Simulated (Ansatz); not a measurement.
One change: `FCS` becomes `F[CH2][InH2]`.

Ansatz, PBE0-D4/def2-TZVP geometries, multiplicity 1. Each molecule was computed in one conformer, which needn't be the lowest.

Elements past krypton have def2 core potentials.

```csv
property,`FCS`
HOMO energy (PBE/def2-TZVPP) / eV,-6.29
HOMO energy (B3LYP/def2-TZVPP) / eV,-7.33
HOMO–LUMO gap (ωB97M-V/def2-TZVPP) / eV,11.86
HOMO–LUMO gap (B3LYP/def2-TZVPP) / eV,7.24
size of the dipole moment (ωB97M-V/def2-TZVPP) / D,1.58
LUMO energy (PBE/def2-TZVPP) / eV,-0.72
```

Give the same properties after the change, and the shifts. (Best estimate.)

The calculation gave: 
```csv
property,`F[CH2][InH2]`,shift
HOMO energy (PBE/def2-TZVPP) / eV,-6.07,0.22
HOMO energy (B3LYP/def2-TZVPP) / eV,-7.17,0.16
HOMO–LUMO gap (ωB97M-V/def2-TZVPP) / eV,9.22,-2.64
HOMO–LUMO gap (B3LYP/def2-TZVPP) / eV,5.07,-2.17
size of the dipole moment (ωB97M-V/def2-TZVPP) / D,1.54,-0.04
LUMO energy (PBE/def2-TZVPP) / eV,-2.52,-1.80
```

With PBE0 the HOMO rises by 0.22 eV and the LUMO falls by 2.01 eV, so the gap narrows by about 2.23 eV. PBE moves the HOMO by 0.22 eV and ωB97M-V by 0.26 eV. The zero-point energy changes by 1.3 kJ/mol with +3 modes. Dipoles are sizes alone; their direction can turn.

B3LYP here is the variant with VWN-RPA as its local correlation; programs differ in this.
